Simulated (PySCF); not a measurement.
Ga(F)(Et)(OH) (C₂H₆FGaO), SMILES [F][Ga]([CH2]C)[OH].

Coordinates come from a PBE0-D3(BJ)/def2-SVP optimisation. The structure was generated by enumeration; whether it is a known compound was not checked. Other conformers were not sampled.

Computed with M06-2X/def2-TZVP (PySCF).

Isolated molecule, no solvent.

Computed frontier levels, gap, dipole moment and polarisability:
```yaml
highest_occupied_level: -9.63 eV
lowest_empty_level: 0.11 eV
orbital_gap: 9.74 eV
dipole_moment: 4.29 D
quadrupole, principal values (traceless, Buckingham form, about the centre of nuclear charge): -7.29, 0.59, 6.70 D·Å
mean_static_polarisability: 50.9 bohr³ (7.55 Å³)
polarisability_principal_values: 41.2, 51.8, 59.8 bohr³
```
